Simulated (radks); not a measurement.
Coherent X-ray form factor from a spherical all-electron density. All-electron calculation, non-relativistic Kohn-Sham, r2SCAN, spin-polarised, spherical densities, point nucleus; meta-GGA in the generalised Kohn-Sham scheme. Program: a radial shooting solver on a logarithmic mesh with Libxc functionals.

sin(theta)/lambda (1/angstrom)  f0 (electrons)
0.05                                    68.063
0.1                                     65.690
0.15                                    62.604
0.2                                     59.199
0.25                                    55.669
0.3                                     52.176
0.4                                     45.768
0.5                                     40.343
0.6                                     35.744
0.8                                     28.352
1                                       22.987
1.25                                    18.672
1.5                                     16.059
2                                       12.556

The species is in the configuration that NIST lists as its ground one. Which atom or ion scatters so?

Answer. The ytterbium ion Yb+, [Xe] 4f14 6s1. Extrapolating in s^2 from the first two rows gives f0(0) = 68.9, near the electron count 69; among species with that count, the fall with angle is slower the higher Z, and the table is that of Z = 70; from so few rows the species is fixed only to a neighbour or two.
